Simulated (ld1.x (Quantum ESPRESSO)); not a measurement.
## Configuration tests for lanthanum (La) (TM)

lanthanum (La), norm-conserving Troullier–Martins (Kleinman–Bylander form), made with ld1.x (Quantum ESPRESSO) 7.5 (PBEsol, fully relativistic). Core [Xe], reference 4f0 5d1 6s0.5 6p0 (charge +1.5). Waves: 6s (bound): rc 2.75 bohr; 5d (bound): rc 3.30 bohr; 4f (bound, empty): rc 1.70 bohr; 6p (bound, empty): rc 3.35 bohr. Local part: the p channel. Core correction: none.

Open shells are filled in proportion to 2j + 1 (rel_dist='average').

Energies are relative to the spin-unpolarised reference configuration 4f0 5d1 6s0.5 6p0; without spin polarisation the order of configurations can differ from experiment. Not all tests gave a result: 1 of 7 tests not solved or not reliable. Left out of the table: 4f1 5d0 6s1 6p0 (an occupied level unbound or not found, printed error -6.4 eV). The p channel is local and has no spin–orbit splitting in the pseudo-atom. The frozen-core shift is the all-electron ΔE with the core orbitals held at their reference shape minus the fully relaxed ΔE.

| valence configuration | charge | ΔE all-electron (eV) | error AE − PS (meV) | frozen-core shift (meV) |
| --- | --- | --- | --- | --- |
| 4f0 5d1 6s2 6p0 | 0 | -10.797 | +25 | +20 |
| 4f0 5d1 6s1 6p0 | +1 | -4.798 | +14 | +4.7 |
| 4f0 5d1 6s0 6p0 | +2 | 6.048 | +70 | +9.2 |
| 4f0 5d1 6s0 6p2 | 0 | -5.916 | +29 | +1.9 |
| 4f0 5d0 6s2 6p1 | 0 | -8.483 | +297 | +35 |

Q: What are ΔE and the potential's error for 4f0 5d1 6s0 6p1?

A: ΔE = -1.826 eV all-electron; the error (AE − PS) is +16 meV.

ld1.x printed “convergence not achieved” for 3 of the counted tests; their residual had stalled under 1e-8, short of the target of 1e-14.

Note: ghost state, extra bound levels that the all-electron valence spectrum of the same l lacks: s at -99.2 eV. A true bound ghost makes a file unfit for plane-wave use.
